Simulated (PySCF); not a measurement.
Cost of one run: core-ionisation job, `N#CCB(Cl)Cl`.

Method: delta-SCF UKS PBE0, pcX-2 on the ionised atom, pcseg-1 elsewhere, spin-free X2C (PySCF 2.14.0). Geometry: PBE0-D3(BJ)/def2-SVP. Work: ΔSCF core ionisation, 6 holes, density fitting. A driver script takes a list of jobs; this job's settings line and coordinates (Å) are shown.

Command:
```bash
OMP_NUM_THREADS=1 python probes_run.py task.json out
```

Input:
```
{"job": {"kind": "xps", "xc": "PBE0"}, "charge": 0, "multiplicity": 1}
N     -0.425302     2.242706     0.077036
C      0.107050     1.357143    -0.443097
C      0.776426     0.246167    -1.092968
B      2.162807    -0.197536    -0.479038
Cl     2.993330    -1.536220    -1.234059
Cl     2.870045     0.586741     0.898537
H      0.112863    -0.637347    -1.093536
H      0.937923     0.481476    -2.160054
```

Hardware: an Arm Neoverse N1 with one thread (shared host). PySCF's memory limit was set to 1760 MB.

Q: How large is the largest of the mixed bases?

A: 144 functions.

Q: How long does the run take?

A: About 67 s. The run took 92 SCF cycles in all, 11 s a hole on average.

Q: How much memory does it need at the peak?

A: About 0.57 GiB. Peak memory is the resident size of the whole Python process, interpreter and libraries included.

Q: At this speed, how long would 5000 such jobs take on 64 cores, one job a core?

A: 5000/64 gives 79 rounds of 67 s, about 88 min of wall time and 93 core-hours, if the jobs don't slow each other.

Other jobs ran on the host; a repeat could differ by tens of per cent or more.
